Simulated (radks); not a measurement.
The copper ion Cu3+, configuration [Ar] 3d7.75 4d0.25 (fractional occupations, a model configuration). All-electron calculation, scalar-relativistic Kohn-Sham, TASK exchange with Perdew-Wang LDA correlation, spin-polarised, spherical densities, finite nucleus; open shells are filled with parallel spins first; meta-GGA in the generalised Kohn-Sham scheme; Fermi nuclear charge, rms radius 3.8823 fm. Program: a radial shooting solver on a logarithmic mesh with Libxc functionals.

Unscreened Slater integrals over Kohn-Sham orbitals (hartree). They are taken over the spin-up orbitals.

integral      value
F0(4d,4d)   0.24039
F2(4d,4d)   0.13104
F4(4d,4d)  0.087961
F0(4d,3d)   0.31335
F2(4d,3d)  0.041000
F4(4d,3d)  0.015897
G0(4d,3d)  0.014573
G2(4d,3d)  0.014350
G4(4d,3d)  0.010303
F0(4d,3p)   0.31488
F2(4d,3p)  0.035448
G1(4d,3p)  0.013409
G3(4d,3p)  0.010128
F0(4d,3s)   0.31554
G2(4d,3s)  0.011886
F0(3d,3d)    1.1197
F2(3d,3d)   0.52673
F4(3d,3d)   0.32944
F0(3d,3p)    1.1684
F2(3d,3p)   0.55770
G1(3d,3p)   0.68732
G3(3d,3p)   0.41993
F0(3d,3s)    1.1889
G2(3d,3s)   0.52421
F0(3p,3p)    1.2305
F2(3p,3p)   0.61531
F0(3p,3s)    1.2522
G1(3p,3s)   0.82865
F0(3s,3s)    1.2760

Derived for the open shells (J is the average intra-shell exchange parameter used in DFT+U). 3d: Racah B = F2/49 - 5 F4/441 = 0.007015 hartree, C = 35 F4/441 = 0.02615 hartree, C/B = 3.73, F4/F2 = 0.625, J = (F2 + F4)/14 = 0.06115 hartree. 4d: Racah B = F2/49 - 5 F4/441 = 0.001677 hartree, C = 35 F4/441 = 0.006981 hartree, C/B = 4.16, F4/F2 = 0.671, J = (F2 + F4)/14 = 0.01564 hartree.
